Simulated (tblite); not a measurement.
Species: C3H4ClF3Si.
Atom-mapped SMILES: `[F:1][CH:2]([F:3])[C@@:4]1([F:5])[SiH2:6][C@H:7]1[Cl:8]` (hydrogens: H9 on C2; H10, H11 on Si6; H12 on C7)

Computed geometry: GFN2-xTB, gas phase.

(1) List the bond lengths, angles and torsions at this level.

Results:

(1) 
```json
{"bond": "F1–C2", "length (Å)": "1.353", "order": "single"}
{"bond": "C2–F3", "length (Å)": "1.354", "order": "single"}
{"bond": "C2–C4", "length (Å)": "1.511", "order": "single"}
{"bond": "C4–F5", "length (Å)": "1.377", "order": "single"}
{"bond": "C4–Si6", "length (Å)": "1.912", "order": "single"}
{"bond": "Si6–C7", "length (Å)": "1.908", "order": "single"}
{"bond": "C7–Cl8", "length (Å)": "1.767", "order": "single"}
{"bond": "C4–C7", "length (Å)": "1.529", "order": "single"}
{"bond": "C2–H9", "length (Å)": "1.102", "order": "single"}
{"bond": "Si6–H10", "length (Å)": "1.448", "order": "single"}
{"bond": "Si6–H11", "length (Å)": "1.443", "order": "single"}
{"bond": "C7–H12", "length (Å)": "1.086", "order": "single"}
```

Orders are formal, as drawn. A selection of angles:
```json
{"angle": "F1–C2–F3", "degrees": "105.8"}
{"angle": "F1–C2–C4", "degrees": "110.5"}
{"angle": "F3–C2–C4", "degrees": "109.6"}
{"angle": "C2–C4–F5", "degrees": "109.3"}
{"angle": "C2–C4–Si6", "degrees": "120.6"}
{"angle": "C2–C4–C7", "degrees": "118.3"}
{"angle": "F5–C4–Si6", "degrees": "122.8"}
{"angle": "F5–C4–C7", "degrees": "113.1"}
{"angle": "Si6–C4–C7", "degrees": "66.3"}
{"angle": "C4–Si6–C7", "degrees": "47.2"}
{"angle": "Si6–C7–Cl8", "degrees": "125.7"}
{"angle": "C4–C7–Si6", "degrees": "66.5"}
{"angle": "C4–C7–Cl8", "degrees": "118.0"}
```

Torsions: F1–C2–C4–F5 -55° (synclinal); C2–C4–Si6–C7 110° (anticlinal); C4–Si6–C7–Cl8 -109° (anticlinal); C2–C4–C7–Si6 -113° (anticlinal).

The 3-membered ring C4–Si6–C7 has internal angles of 47.2° to 66.5°. Si6 (SiH2 silicon) has angles from 47.2° to 124.4°. The 3 C–F bonds span 1.353 Å (F1–C2, drawn single) to 1.377 Å (C4–F5, drawn single), a spread of 0.024 Å. Of the pairs four or more bonds apart, F3···Cl8 is among the closest relative to their van der Waals radii: 3.00 Å, 93 % of the sum of Bondi's values.

Point group: C1 (no symmetry element, even within 0.4 Å). Its GFN2-xTB frequencies are all real (lowest 58 cm⁻¹). The numbers are those of one conformer. 2 starts were optimised and ended at 0.00 and 2.34 kcal/mol (GFN2-xTB); the lowest of these is shown.

Time: 0.75 s wall. Hardware: Arm Neoverse N1, one thread, shared host. These figures are those of the optimisation.
